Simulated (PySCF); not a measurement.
C6H5F, SMILES C=C=C(F)C#CC.

The structure is a stationary point at PBE-D3(BJ)/def2-SVP. The structure was generated by enumeration, and PubChem lists no compound with its InChIKey, so it may never have been made.

All values below come from PBE-D3(BJ)/def2-SVP (PySCF).

Frequencies are harmonic and unscaled.

A small imaginary wavenumber (i) marks a very flat motion, where grid noise or a shallow saddle decides the sign.

| mode | ν (cm⁻¹) | IR (km/mol) | moving atoms (share of kinetic energy) |
|---|---|---|---|
| 1 | 21i | 0.0 | H 97 % |
| 2 | 82 | 2.2 | C 68 %, H 19 %, F 13 % |
| 3 | 138 | 4.0 | C 68 %, H 21 %, F 12 % |
| 4 | 193 | 0.3 | C 59 %, F 28 %, H 13 % |
| 5 | 236 | 0.2 | C 73 %, H 26 % |
| 6 | 321 | 4.6 | C 67 %, F 17 %, H 16 % |
| 7 | 355 | 4.4 | C 83 %, H 16 % |
| 8 | 491 | 6.3 | C 76 %, F 18 % |
| 9 | 544 | 5.8 | C 92 % |
| 10 | 573 | 0.1 | C 55 %, H 45 % |
| 11 | 596 | 2.3 | H 48 %, C 46 % |
| 12 | 665 | 11.1 | C 54 %, F 40 % |
| 13 | 865 | 33.8 | H 74 %, C 26 % |
| 14 | 952 | 0.0 | H 67 %, C 33 % |
| 15 | 980 | 63.1 | C 68 %, H 20 %, F 12 % |
| 16 | 987 | 3.7 | H 69 %, C 31 % |
| 17 | 988 | 9.2 | H 60 %, C 39 % |
| 18 | 1208 | 155.4 | C 69 %, H 18 %, F 13 % |
| 19 | 1297 | 30.2 | H 52 %, C 48 % |
| 20 | 1344 | 17.3 | H 63 %, C 36 % |
| 21 | 1386 | 8.5 | H 97 % |
| 22 | 1390 | 9.2 | H 97 % |
| 23 | 1421 | 28.7 | C 59 %, H 40 % |
| 24 | 2010 | 9.4 | C 99 % |
| 25 | 2271 | 47.4 | C 100 % |
| 26 | 2958 | 22.7 | H 97 % |
| 27 | 3028 | 10.6 | H 95 % |
| 28 | 3040 | 2.3 | H 91 %, C 9 % |
| 29 | 3045 | 2.2 | H 91 %, C 9 % |
| 30 | 3107 | 0.7 | H 89 %, C 11 % |
